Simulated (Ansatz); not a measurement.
The first iterations of a band of CH₄AlClO (8 atoms, charge 0, multiplicity 1).

Theory: Ansatz, RKS PBE-D4/6-31G*.

* movable images: 5
* climbing image: yes
* spring: 0.5 eV/Å²
* optimiser: quadratic models (default)
* start path: through a guess of the saddle point
* force threshold: 0.05 eV/Å
* iteration limit: 60
* end points: relaxed

Image 0:

```xyz
8
Properties=species:S:1:pos:R:3
O -0.419 1.808 -1.033
Al -0.284 0.772 0.344
C 0.607 -0.989 0.249
Cl -1.082 -1.762 0.037
H -0.023 1.540 -1.881
H -0.938 1.296 1.693
H 1.199 -1.292 -0.627
H 1.033 -1.431 1.162
```

Image 6:

```xyz
8
Properties=species:S:1:pos:R:3
O -0.166 1.927 -0.880
Al -0.638 0.607 0.130
C 0.242 -1.160 0.027
Cl 1.294 -0.646 1.485
H 0.531 1.799 -1.547
H -1.807 0.888 1.168
H -0.305 -2.060 0.345
H 0.941 -1.412 -0.784
```

| iteration | highest image above the first end (eV) | largest band force component (eV/Å) |
| --- | --- | --- |
| 1 | 248.536 | 554.533 |
| 2 | 164.560 | 374.162 |
| 3 | 75.416 | 177.649 |
| 4 | 34.889 | 80.815 |
| 5 | 16.664 | 44.999 |

Problem. Does the band converge within its limit, and where does its top end?

Solution. It converged. It ended after 16 iterations with the highest image 0.045 eV above the first end. The profile has 2 maxima (images 1, 5) with wells between them (image 3): this band takes more than one step, which may be the mechanism or a detour left from its start path. Another band between the same ends (5 images) ends at a top of the same energy, where a vibrational analysis finds 1 clearly imaginary mode.

The run took 2.6 min on 1 thread of Intel(R) Xeon(R) Processor @ 2.70GHz, on a shared host, peak memory 0.16 GiB.
